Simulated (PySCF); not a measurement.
**Field gradients at the hydrogen positions**

C₆H₁₂F₃P.
SMILES with atom numbers: `[CH3:1][CH2:2][P:3]([CH:4]([CH3:5])[CH3:6])[C:7]([F:8])([F:9])[F:10]` (hydrogens: H11, H12, H13 on C1; H14, H15 on C2; H16 on C4; H17, H18, H19 on C5; H20, H21, H22 on C6)

Geometry (GFN2-xTB, Å), atoms numbered from 1 in this order:
```
atom  x, y, z in Å
C1     2.7478   -0.6476   -1.0615
C2     1.5505   -0.6973   -0.1168
P3     0.1127    0.2950   -0.7686
C4    -1.1965   -0.2186    0.4778
C5    -2.3321    0.8023    0.5165
C6    -1.7417   -1.5840    0.0630
C7     0.6226    1.9121    0.0860
F8     1.8540    2.2874   -0.2950
F9     0.6522    1.8430    1.4304
F10   -0.1939    2.9289   -0.2254
H11    2.4625   -0.9919   -2.0535
H12    3.1373    0.3632   -1.1506
H13    3.5433   -1.2899   -0.6892
H14    1.2053   -1.7302   -0.0263
H15    1.8257   -0.3409    0.8804
H16   -0.7290   -0.2947    1.4679
H17   -2.7301    0.9677   -0.4836
H18   -3.1379    0.4314    1.1479
H19   -2.0053    1.7578    0.9186
H20   -2.4987   -1.9124    0.7725
H21   -0.9591   -2.3392    0.0311
H22   -2.2000   -1.5228   -0.9225
```

Level: PBE0/pcSseg-1 (PySCF, non-relativistic); Q(2H) = 0.00286 b; rigid geometry, the same for H and D, with no vibrational averaging.

Problem. Rank these positions by the coupling χzz of a deuteron there, largest first.
A. H16 (methine hydrogen)
B. H22 (methyl hydrogen)
C. H15 (methylene hydrogen)

Solution. B (209 kHz), C (201 kHz), A (196 kHz).

Problem. Give the electric field gradient Vzz (the principal value of largest size), its asymmetry and the 2H coupling at each hydrogen.

Solution. 
```csv
atom,bonded to,bond length (Å),Vzz (au),η,χzz (kHz)
H11,C1,1.088,0.3122,0.03,210
H12,C1,1.087,0.3111,0.03,209
H13,C1,1.088,0.3149,0.02,212
H14,C2,1.093,0.3051,0.03,205
H15,C2,1.094,0.2987,0.01,201
H16,C4,1.098,0.2916,0.00,196
H17,C5,1.089,0.3104,0.03,209
H18,C5,1.089,0.3132,0.03,210
H19,C5,1.087,0.3113,0.04,209
H20,C6,1.088,0.3139,0.02,211
H21,C6,1.088,0.3148,0.03,212
H22,C6,1.089,0.3106,0.02,209
```

Problem. How does χzz go with the bond length over the 12 C–H bonds?

Solution. A straight-line fit has a slope of -13.8 kHz for each 0.01 Å, with a correlation coefficient of -0.95, over lengths from 1.087 to 1.098 Å. The longer bonds have the smaller couplings here.

Problem. A static deuteron (I = 1) shows a doublet split by (3/2)χ, (3/4)χ(1 + η) and (3/4)χ(1 − η) with the field along z, y and x of the gradient. What are these for H18?

Solution. With |χ| = 210.5 kHz and η = 0.028: 316, 162 and 153 kHz, to first order and without motion.

Geometry: GFN2-xTB, one conformer, isolated molecule. GFN2-xTB bond lengths can be off by several hundredths of an ångström, more for odd bonds, and the gradients follow them. With so small a basis the couplings can be 20 % off.
